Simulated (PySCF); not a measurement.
Isomers of C2H8F3NSi2, mass 159.015 u with the commonest isotopes. Theory: PBE0/def2-SVPD in PySCF (dipole) on a GFN2-xTB geometry, gas phase. One conformer each, none proved a minimum here; rigid rotors.

Problem. Order these by dipole moment, largest first.
A. `[F:1][C:2]([F:3])([F:4])[CH2:5][SiH2:6][NH:7][SiH3:8]` with C2–C5–Si6–N7 179°, C5–Si6–N7–Si8 -171°
B. `[F:1][C:2]([F:3])([F:4])[CH2:5][NH:6][SiH2:7][SiH3:8]` with C2–C5–N6–Si7 -83°, C5–N6–Si7–Si8 -172°
C. `[CH3:1][SiH2:2][Si@H:3]([NH2:4])[C:5]([F:6])([F:7])[F:8]` with C1–Si2–Si3–N4 49°, Si2–Si3–N4–H 61° and -153°
D. `[F:1][C:2]([F:3])([F:4])[CH2:5][N:6]([SiH3:7])[SiH3:8]` with C2–C5–N6–Si7 -82°

Solution. C (3.21 D), A (3.03 D), D (1.85 D), B (1.73 D).

Problem. Order these by rotational constant B, smallest first.
A. `[F:1][C:2]([F:3])([F:4])[CH2:5][N:6]([SiH3:7])[SiH3:8]` with C2–C5–N6–Si7 -82°
B. `[CH3:1][SiH2:2][Si@H:3]([NH2:4])[C:5]([F:6])([F:7])[F:8]` with C1–Si2–Si3–N4 49°, Si2–Si3–N4–H 61° and -153°
C. `[F:1][C:2]([F:3])([F:4])[CH2:5][NH:6][SiH2:7][SiH3:8]` with C2–C5–N6–Si7 -83°, C5–N6–Si7–Si8 -172°
D. `[F:1][C:2]([F:3])([F:4])[CH2:5][SiH2:6][NH:7][SiH3:8]` with C2–C5–Si6–N7 179°, C5–Si6–N7–Si8 -171°

Solution. D (504.5 MHz), C (563.4 MHz), B (925.4 MHz), A (1056 MHz).

Problem. Order these by radius of gyration √(Σ m r²/M), largest first.
A. `[F:1][C:2]([F:3])([F:4])[CH2:5][N:6]([SiH3:7])[SiH3:8]` with C2–C5–N6–Si7 -82°
B. `[F:1][C:2]([F:3])([F:4])[CH2:5][NH:6][SiH2:7][SiH3:8]` with C2–C5–N6–Si7 -83°, C5–N6–Si7–Si8 -172°
C. `[F:1][C:2]([F:3])([F:4])[CH2:5][SiH2:6][NH:7][SiH3:8]` with C2–C5–Si6–N7 179°, C5–Si6–N7–Si8 -171°
D. `[CH3:1][SiH2:2][Si@H:3]([NH2:4])[C:5]([F:6])([F:7])[F:8]` with C1–Si2–Si3–N4 49°, Si2–Si3–N4–H 61° and -153°

Solution. C (2.589 Å), B (2.476 Å), D (2.115 Å), A (2.066 Å).

```json
{"SMILES": "FC(F)(F)C[SiH2]N[SiH3]", "point group": "C1", "Ia (u·Å²)": "116.17", "Ib (u·Å²)": "1001.71", "Ic (u·Å²)": "1014.13", "κ": "-1.00", "μa (D)": "2.41", "μb (D)": "1.81", "μc (D)": "0.29"}
{"SMILES": "FC(F)(F)CN([SiH3])[SiH3]", "point group": "Cs", "Ia (u·Å²)": "258.12", "Ib (u·Å²)": "478.48", "Ic (u·Å²)": "620.55", "κ": "-0.58", "μa (D)": "1.41", "μb (D)": "0.00", "μc (D)": "1.20"}
{"SMILES": "C[SiH2][Si@H](N)C(F)(F)F", "point group": "C1", "Ia (u·Å²)": "264.60", "Ib (u·Å²)": "546.12", "Ic (u·Å²)": "612.43", "κ": "-0.82", "μa (D)": "2.29", "μb (D)": "2.22", "μc (D)": "0.32"}
{"SMILES": "FC(F)(F)CN[SiH2][SiH3]", "point group": "C1", "Ia (u·Å²)": "140.68", "Ib (u·Å²)": "896.94", "Ic (u·Å²)": "912.31", "κ": "-0.99", "μa (D)": "1.11", "μb (D)": "0.60", "μc (D)": "1.17"}
```
